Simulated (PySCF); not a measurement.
**Correlation energy of Tc (technetium, neutral)**

[Kr] 4d5 5s2, high-spin 6S determinant. Calculation: PySCF 2.14, in aug-cc-pVDZ-PP with ECP28MDF; a scalar-relativistic core potential. Frozen: 4s2 4p6; 7 electrons correlated.

MP2 pair energies summed by pair of shells (mhartree):

| pair | energy | share (%) |
| --- | --- | --- |
| 4d-4d | -44.69 | 43.3 |
| 4d-5s | -39.40 | 38.2 |
| 5s-5s | -19.12 | 18.5 |

Total MP2 correlation energy: -103.21 mhartree.

Same-spin part -61.44 and opposite-spin part -41.78 mhartree; SCS-MP2 scales them by 1/3 and 6/5 to -70.61 mhartree.
